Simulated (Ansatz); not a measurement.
One change: `C=C=[CH][ZnH]` becomes `C=C=CO`.

Ansatz, PBE0-D4/def2-TZVP geometries, multiplicity 1. Each molecule was computed in one conformer, which needn't be the lowest.

Scalar relativity is left out up to krypton.

```csv
property,`C=C=[CH][ZnH]`
LUMO energy (B3LYP/def2-TZVPP) / eV,-1.01
HOMO energy (PBE/def2-TZVPP) / eV,-5.80
HOMO–LUMO gap (B3LYP/def2-TZVPP) / eV,5.65
LUMO energy (PBE0/def2-TZVPP) / eV,-0.76
HOMO energy (PBE0/def2-TZVPP) / eV,-6.85
HOMO energy (B3LYP/def2-TZVPP) / eV,-6.66
```

Question: Give the same properties after the change, and the shifts. (An estimate is asked.)

Answer: Ansatz gave: 
```csv
property,`C=C=CO`,shift
LUMO energy (B3LYP/def2-TZVPP) / eV,-0.58,0.43
HOMO energy (PBE/def2-TZVPP) / eV,-5.40,0.40
HOMO–LUMO gap (B3LYP/def2-TZVPP) / eV,5.87,0.22
LUMO energy (PBE0/def2-TZVPP) / eV,-0.32,0.44
HOMO energy (PBE0/def2-TZVPP) / eV,-6.65,0.20
HOMO energy (B3LYP/def2-TZVPP) / eV,-6.45,0.21
```

With PBE0 the HOMO rises by 0.20 eV and the LUMO rises by 0.44 eV, so the gap widens by about 0.24 eV. PBE moves the HOMO by 0.40 eV and ωB97M-V by 0.10 eV.

B3LYP here is the variant with VWN-RPA as its local correlation; programs differ in this.
